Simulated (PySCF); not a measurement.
## Exercise with solution: oscillator strength and radiative lifetime

Al(Et)(OH)(OMe) (C3H9AlO2), SMILES [O]([Al]([OH])[CH2]C)C.

Geometry: B3LYP-D3(BJ)/def2-SVP. The values are those of a single conformer.

TDA-LC-ωPBE/def2-SVPD run with PySCF 2.14.0 puts the first singlet state with f over 0.02 at 7.43 eV (vertical), with the transition dipole (0.656, -0.153, -0.123) in atomic units.

Find the oscillator strength, the wavelength and the radiative lifetime that this transition would have in vacuum if emission retraced absorption.


|μ|² = 0.4689 au, so |μ| = 1.74 D. ΔE = 7.43/27.211 = 0.2730 hartree. f = (2/3) ΔE |μ|² = 0.085 (the program prints 0.085).
λ = 1239.84/7.43 = 167 nm; ν = 59927 cm⁻¹.
Einstein's coefficient A = 0.6670 ν² f s⁻¹ (ν in cm⁻¹) = 2.0e8 s⁻¹, so τ = 1/A = 4.9 ns. This state is S3; the lower singlets have f = 0.000, 0.016. The figure is the radiative limit of this one transition; relaxation, internal conversion, crossing to triplets and a medium change what is measured.
